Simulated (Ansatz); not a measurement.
A search over several starts for the lowest SCF solution of K3Bi⁺ at the given spin, in a small basis.

```yaml
crystal:
  periodic: [false, false, false]
  atoms:
    - {symbol: K, position_ang: [1.688912, 2.645315, 1.176860]}
    - {symbol: K, position_ang: [-1.009288, -2.441098, 2.063427]}
    - {symbol: K, position_ang: [-0.689935, -0.200846, -3.252270]}
    - {symbol: Bi, position_ang: [0.010311, -0.003361, 0.011994]}
basis:
  gaussian: {orbitals: def2-SVP, initial_orbitals: start.molden}
total_charge: 1
magnetization: {spin_polarized: true, initial_magnetization: 1}
hamiltonian: {xc: pbe0, dispersion: d4}
output: {orbitals: {seedname: orbitals}}
```

The file start.molden holds the orbitals of an earlier run on this structure, at another level or in another basis.

```sh
$ ansatz run in.yaml --threads 4 --pin off --events-out ev --progress --plain --max-ram 3916MiB
```

Shortened log:

```
Functional definition: PBE0
  name "PBE0"
  cite "Adamo & Barone, J. Chem. Phys. 110, 6158 (1999) doi:10.1063/1.478522"
  cite "Perdew, Burke & Ernzerhof, Phys. Rev. Lett. 77, 3865 (1996) doi:10.1103/PhysRevLett.77.3865"
  parent pbe
  parameter a = 0.25
  parameter kappa = 0.804
  parameter beta = 0.06672455060314922
  exchange = (1 - a)*pbe_x(kappa = kappa, mu = beta*pi^2/3) + a*exact_x
  correlation = pbe_c(beta = beta)
1017 factors; integrals over basis functions are off by at most 1.9e-4 eV
mean field evaluation 1: about -54792.6093 eV, gradient 1.6e1 eV
mean field evaluation 2: about -54792.6764 eV, gradient 1.6e-1 eV
mean field evaluation 4: about -54792.7051 eV, gradient 6.2e-4 eV
mean field evaluation 8: about -54786.6518 eV, gradient 2.5e1 eV
mean field evaluation 16: about -54792.7051 eV, gradient 6.3e-3 eV
mean field evaluation 32: about -54792.2233 eV, gradient 3.4e0 eV
mean field -54792.70509443 eV, -2013.5947723909 hartree, gradient 1.7e-5 eV, S^2 0.754821; 5 other end points of the search recorded, 0 dependent functions left out
reference -54792.70516040 eV, -2013.5947748154 hartree; 40, 39 occupied and 58, 59 virtual orbitals, 1017 factors
Total energy: -54792.78010021 eV, -2013.5975288026 hartree
```

Hardware: 4 threads of Arm Neoverse V2 on a shared host. Wall time 5.5 s.

In the def2 sets Bi takes a core potential; there is no spin–orbit coupling. The structure comes from a short search, and lower isomers may exist.
